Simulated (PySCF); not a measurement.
Cl₂GeH₄OSi, SMILES Cl[SiH](Cl)[O][GeH3].

Geometry optimised at r2SCAN-D4/def2-SVP. This is a generated structure with no PubChem entry under its InChIKey; it may be hypothetical. The values are those of a single conformer.

All values below come from PySCF with TDA-ωB97X/def2-SVPD.

Vertical excitations. Gas-phase values at a fixed geometry.

```tsv
state	energy (eV)	λ (nm)	f	main pairs
S1	7.76	160	0.004	HOMO→LUMO 56 %, HOMO−4→LUMO 15 %, HOMO−2→LUMO 14 %
S2	8.04	154	0.012	HOMO−1→LUMO 36 %, HOMO−3→LUMO 35 %, HOMO−5→LUMO 11 %
S3	8.43	147	0.025	HOMO→LUMO+2 47 %, HOMO→LUMO+1 14 %
S4	8.64	143	0.001	HOMO−2→LUMO+2 27 %, HOMO−4→LUMO+2 21 %, HOMO−2→LUMO+1 9 %, HOMO−1→LUMO+3 6 %
S5	8.69	143	0.056	HOMO−1→LUMO+2 33 %, HOMO−3→LUMO+2 27 %, HOMO−1→LUMO+1 8 %, HOMO−2→LUMO+2 7 %
S6	8.90	139	0.051	HOMO→LUMO+1 35 %, HOMO→LUMO+2 13 %, HOMO−2→LUMO 9 %, HOMO−4→LUMO+1 8 %
S7	8.92	139	0.044	HOMO→LUMO+3 15 %, HOMO−2→LUMO 10 %, HOMO→LUMO 9 %, HOMO→LUMO+1 9 %
S8	8.96	138	0.007	HOMO−1→LUMO 10 %, HOMO→LUMO+3 9 %, HOMO−1→LUMO+1 8 %, HOMO−5→LUMO+2 7 %
S9	9.05	137	0.074	HOMO−3→LUMO+1 12 %, HOMO−2→LUMO 12 %, HOMO−1→LUMO+1 8 %, HOMO−5→LUMO+2 7 %
S10	9.10	136	0.033	HOMO−4→LUMO 17 %, HOMO−3→LUMO+1 9 %, HOMO−1→LUMO 8 %, HOMO−2→LUMO+2 8 %
T1	7.37	168	0	HOMO→LUMO 54 %, HOMO−2→LUMO 14 %, HOMO−4→LUMO 13 %
T2	7.63	162	0	HOMO−3→LUMO 35 %, HOMO−1→LUMO 35 %, HOMO−5→LUMO 10 %, HOMO−2→LUMO 6 %
T3	7.88	157	0	HOMO→LUMO+2 40 %, HOMO−2→LUMO+2 19 %, HOMO→LUMO+1 8 %
T4	8.09	153	0	HOMO−1→LUMO+2 40 %, HOMO−3→LUMO+2 22 %, HOMO−2→LUMO+2 7 %
```
Triplets are in the Tamm–Dancoff approximation.
